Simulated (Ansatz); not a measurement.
B₈N₈, relaxed as a singlet with RKS r2SCAN-D4/def2-SVP in Ansatz, starting from the GFN2-xTB geometry. Force threshold 0.03 eV/Å.

Start:

```tsv
atom	x (Å)	y (Å)	z (Å)
B1	2.4568	-0.7588	0.2309
N2	2.3548	-0.5008	1.5012
N3	1.6118	-0.5495	-0.8802
B4	0.2123	-0.9946	-0.4236
B5	1.0657	0.0964	1.4141
N6	-0.0934	-0.7751	0.9665
N7	-0.9739	-0.8813	-1.3964
B8	-2.0979	-1.3435	-0.6784
B9	-1.5100	-0.2344	0.9001
N10	-2.5492	-1.1306	0.5222
B11	1.1511	0.8661	-0.9004
N12	0.9425	1.4527	0.7788
N13	0.1909	1.2607	-1.7682
B14	-0.8989	0.6029	-1.3084
B15	-0.3736	1.7492	0.7483
N16	-1.4889	1.1403	0.2936
```

**Question.** Estimate the energy that the relaxation releases and the steps that it takes.

**Answer.** 56.3 kcal/mol, in 12 steps; 21 s on 2 threads of AMD EPYC 7R13 on a shared host and a share (18 GiB) of an NVIDIA H100 80GB HBM3. No frequencies were taken in this run, so the end may be a saddle point.

**Question.** Does the start keep its bonding and symmetry?

**Answer.** Bonds formed: B11–B15, N13–B15, B14–B15 (atoms count from 1). Point group Cs at the start, Cs at the end, both within 0.05 Å.

**Question.** Predict the relaxed structure.

**Answer.** 
Cartesian coordinates in Å:
```
B 2.3866 -0.7652 0.2788
N 2.3901 -0.5657 1.5584
N 1.6083 -0.5580 -0.8881
B 0.2112 -1.0112 -0.4080
B 1.1068 0.0776 1.3721
N -0.0977 -0.7843 0.9941
N -0.9656 -0.8884 -1.4017
B -2.0515 -1.3350 -0.6069
B -1.5261 -0.2604 0.8466
N -2.5867 -1.2046 0.5652
B 1.2109 0.9006 -0.7076
N 1.0443 1.4270 0.6961
N 0.0800 1.5375 -1.3899
B -1.0334 0.6125 -1.1555
B -0.2345 1.7228 0.0667
N -1.5429 1.0949 0.1798
```
Bond lengths: 22 × B–N 1.30 to 1.55 Å; 4 × B–B 1.83 to 1.88 Å.
